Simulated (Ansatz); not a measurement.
C$_{2}$H$_{7}$BO$_{2}$ (`COB(C)O`), relaxed with RKS PBE-D4/def2-SVP in the Gaussian-basis code of Ansatz from a rough embedded geometry. The force threshold is 0.03 eV/Å; the program also tests the step.

Charge 0, multiplicity 1.

Start:

```xyz
12

C    -1.648    0.673    0.204
O    -0.862   -0.326    0.845
B     0.275   -0.604   -0.022
C     1.629    0.245    0.030
O     0.197   -1.647   -1.069
H    -2.126    0.272   -0.731
H    -1.160    1.617    0.076
H    -2.558    0.825    0.875
H     1.488    1.013    0.922
H     2.450   -0.427    0.333
H     1.828    0.799   -0.832
H     0.487   -2.440   -0.631
```

(1) How much energy does the relaxation release, and in how many steps? (An estimate is asked.)

(2) Which bonds change most? (Estimate.)

(3) Give the relaxed structure. (Estimate.)

Results:

(1) Ansatz gave: 37.66 kcal/mol, in 24 steps, 2 of them rejected.

(2) Computed: B3–O5 from 1.480 to 1.373 Å; O2–B3 from 1.457 to 1.379 Å; C4–H9 from 1.186 to 1.112 Å; C4–H11 from 1.043 to 1.111 Å.

(3) The calculation gave: 
```xyz
12

C    -1.583    0.692    0.131
O    -0.985   -0.574   -0.048
B     0.376   -0.783   -0.118
C     1.470    0.350    0.021
O     0.778   -2.081   -0.317
H    -2.006    1.062   -0.829
H    -0.871    1.456    0.512
H    -2.418    0.603    0.858
H     1.408    0.859    1.007
H     2.492   -0.064   -0.083
H     1.340    1.142   -0.748
H    -0.003   -2.663   -0.387
```
